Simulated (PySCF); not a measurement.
**From computed data to an observable: oscillator strength and radiative lifetime**

B(H)(NH2)2 (BH₅N₂), SMILES NBN.

The structure is a stationary point at B3LYP-D3(BJ)/def2-TZVP. The values are those of a single conformer.

TDA-CAM-B3LYP/def2-SVPD in PySCF 2.14.0 puts the first singlet state with f over 0.02 at 7.17 eV (vertical), with the transition dipole (0.641, 0.000, 0.000) in atomic units.

**Question.** Find the oscillator strength, the wavelength and the radiative lifetime that this transition would have in vacuum if emission retraced absorption.

**Answer.** 
|μ|² = 0.4109 au, so |μ| = 1.63 D. ΔE = 7.17/27.211 = 0.2635 hartree. f = (2/3) ΔE |μ|² = 0.072 (the program prints 0.072).
λ = 1239.84/7.17 = 173 nm; ν = 57830 cm⁻¹.
Einstein's coefficient A = 0.6670 ν² f s⁻¹ (ν in cm⁻¹) = 1.6e8 s⁻¹, so τ = 1/A = 6.2 ns. This state is S2; the lower singlet has f = 0.000. The figure is the radiative limit of this one transition; relaxation, internal conversion, crossing to triplets and a medium change what is measured.
